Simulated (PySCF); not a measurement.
## Spin-orbit coupling and the first ionisation energy along the 4p block

Two-component X2C-1e calculated with PySCF 2.14: MP2 on generalised Hartree-Fock spinors (GMP2), with spin-orbit coupling off and on (screened by Boettger's factors); no Breit or QED terms. Values in eV; the references (NIST) lie between the lowest levels. Elements whose determinants are no pure J levels are left out.

```
                         element                         configurations  spin-free  with spin-orbit   shift  reference
Ga (x2c-TZVPall-2c, [Ne] frozen)      [Ar] 3d10 4s2 4p1 → [Ar] 3d10 4s2      5.813            5.880   0.068      5.999
Se (x2c-TZVPall-2c, [Ne] frozen)  [Ar] 3d10 4s2 4p4 → [Ar] 3d10 4s2 4p3      9.289            9.403   0.114      9.752
Br (x2c-TZVPall-2c, [Ne] frozen)  [Ar] 3d10 4s2 4p5 → [Ar] 3d10 4s2 4p4     11.599           11.545  -0.053     11.814
Kr (x2c-TZVPall-2c, [Ne] frozen)               [Kr] → [Ar] 3d10 4s2 4p5     14.060           13.840  -0.220     14.000
```

The largest shift is at Kr, -0.220 eV, where spin-orbit coupling lowers the species with fewer electrons by more than the one with more (starting occupations closed and 4p1/2^2 4p3/2^3).

What remains against the references is mostly the basis and correlation beyond MP2.
